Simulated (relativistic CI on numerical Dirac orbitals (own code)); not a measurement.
## Ti⁴⁺ in a cubic cluster: 2p photoemission with charge transfer

Computed with a charge-transfer multiplet model of a cubic metal-ligand cluster with up to 2 ligand holes, Slater and spin-orbit integrals from Dirac-Coulomb-Breit ions, Slater integrals scaled by 0.9. The ground state mixes d0 with configurations of k ligand holes L, whose averages lie at kΔ + k(k − 1)U_dd/2; a core hole lowers each added d electron by U_cd. 300 K, Lorentzian 0.6 eV and Gaussian 0.8 eV FWHM.

Atomic integrals in eV (Slater integrals scaled, ζ unscaled), ground: F2dd 7.400, F4dd 4.602, zeta_d 0.013; with the core hole: F2dd 7.400, F4dd 4.602, zeta_d 0.032, zeta_core 3.740, F2cd 5.699, G1cd 4.259, G3cd 2.418. Where a configuration has fewer than two d electrons, the dd integrals are those of d2.

Cluster parameters (eV): Δ = 1, U_cd = 5.5, 10Dq = 0.35, 10Dq(ligand) = 1.5, V(eg) = 3.55, V(t2g) = -1.75, final-state hopping factor = 0.8.

| Case | n_d | d0 | d1L | d2L2 | S |
| --- | --- | --- | --- | --- | --- |
| U_dd = 3.9 eV | 0.96 | 0.25 | 0.53 | 0.21 | 0.00 |
| U_dd = 4.6 eV | 0.94 | 0.26 | 0.54 | 0.20 | 0.00 |
| U_dd = 6.7 eV | 0.88 | 0.29 | 0.54 | 0.17 | 0.00 |

Weights, n_d and S are thermal averages at 300 K. Binding energies count from the first peak over 30 % of the highest in each spectrum, which can be another peak from case to case. The parameters are a model scan and need not match a compound or its usual spin state. Peaks in eV (height, largest 100):
- U_dd = 3.9 eV: 0.0 (100), 4.5 (14), 6.2 (33), 13.5 (5)
- U_dd = 4.6 eV: 0.0 (100), 4.6 (15), 6.2 (32)
- U_dd = 6.7 eV: 0.0 (100), 4.7 (17), 6.1 (31)

A d0 ion has no d-d gap: its lowest excitations are ligand-to-metal charge transfer. With the core hole the average of the configuration with one ligand hole lies at Δ − U_cd = -4.5 eV before mixing: the effective hopping of about 6.2 eV (from the holes of the mixed ground state) is comparable with this gap or larger, so the configurations mix strongly.

With at most 2 ligand holes the space is cut while the next configuration still counts, so covalency is underestimated, and a final configuration with one more ligand hole, which can lie low, is missing from the spectra.
